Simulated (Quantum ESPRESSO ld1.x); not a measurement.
ld1.x (Quantum ESPRESSO 7.5) input

```
 &input
    zed=53.0,
    iswitch=1,
    rel=1,
    lsd=1,
    dft='PZ',
    config='[Kr] 4d10 5s2 5p3 6s0 4f0',
    prefix='ld1',
    max_out_wfc=37,
    file_charge='ld1.rho',
 /
```

It prints (banner and zero overlaps left out):

```
     Program LD1 v.7.5 starts

     --------------------------- All-electron run ----------------------------

     scalar relativistic calculation

     atomic number is 53.00
     dft =PZ   lsd =1 sic =0 latt =0  beta=0.20 tr2=1.0E-14
     Exchange-correlation= PZ
                           (   1   1   0   0   0   0   0)
     mesh =2073 r(mesh) = 100.05380 a.u. xmin = -8.00 dx = 0.00800
     1 Ry =  13.60569312 eV, c = 137.03599908

     n l     nl                  e(Ry)          e(Ha)          e(eV)
     1 0     1S 1( 1.00)     -2423.1810     -1211.5905    -32969.0566
     2 0     2S 1( 1.00)      -375.7364      -187.8682     -5112.1538
     2 1     2P 1( 3.00)      -337.5828      -168.7914     -4593.0474
     3 0     3S 1( 1.00)       -77.0007       -38.5003     -1047.6478
     3 1     3P 1( 3.00)       -64.6355       -32.3177      -879.4106
     4 0     4S 1( 1.00)       -14.7426        -7.3713      -200.5828
     4 1     4P 1( 3.00)       -10.8596        -5.4298      -147.7525
     3 2     3D 1( 5.00)       -46.0626       -23.0313      -626.7139
     4 2     4D 1( 5.00)        -5.1991        -2.5995       -70.7369
     5 0     5S 1( 1.00)        -2.7266        -1.3633       -37.0970
     5 1     5P 1( 3.00)        -1.8756        -0.9378       -25.5188
     6 0     6S 1( 0.00)        -0.8222        -0.4111       -11.1861
     4 3     4F 1( 0.00)        -0.4082        -0.2041        -5.5538
     1 0     1S 2( 1.00)     -2423.1716     -1211.5858    -32968.9294
     2 0     2S 2( 1.00)      -375.7313      -187.8656     -5112.0843
     2 1     2P 2( 3.00)      -337.5752      -168.7876     -4592.9447
     3 0     3S 2( 1.00)       -76.9923       -38.4962     -1047.5341
     3 1     3P 2( 3.00)       -64.6264       -32.3132      -879.2867
     4 0     4S 2( 1.00)       -14.7245        -7.3623      -200.3374
     4 1     4P 2( 3.00)       -10.8395        -5.4197      -147.4789
     3 2     3D 2( 5.00)       -46.0541       -23.0270      -626.5975
     4 2     4D 2( 5.00)        -5.1672        -2.5836       -70.3029
     5 0     5S 2( 1.00)        -2.5789        -1.2894       -35.0875
     5 1     5P 2( 0.00)        -1.7236        -0.8618       -23.4502
     6 0     6S 2( 0.00)        -0.7730        -0.3865       -10.5178
     4 3     4F 2( 0.00)        -0.3436        -0.1718        -4.6753

     final scf error:  5.0E-15 reached in  22 iterations

     Etot =  -14219.029401 Ry,   -7109.514701 Ha, -193459.750540 eV
     Total magnetization:    3.00 Bohr mag.

     Ekin =   14921.875836 Ry,    7460.937918 Ha,  203022.463442 eV
     Encl =  -34341.750571 Ry,  -17170.875286 Ha, -467243.319576 eV
     Eh   =    5550.050448 Ry,    2775.025224 Ha,   75512.283214 eV
     Exc  =    -349.205114 Ry,    -174.602557 Ha,   -4751.177620 eV
```

Run on one thread of a shared host, so times are rough (Intel(R) Xeon(R) Processor @ 2.60GHz): 0.84 s of CPU time, 0.87 s wall, 22 iterations on 2073 mesh points.
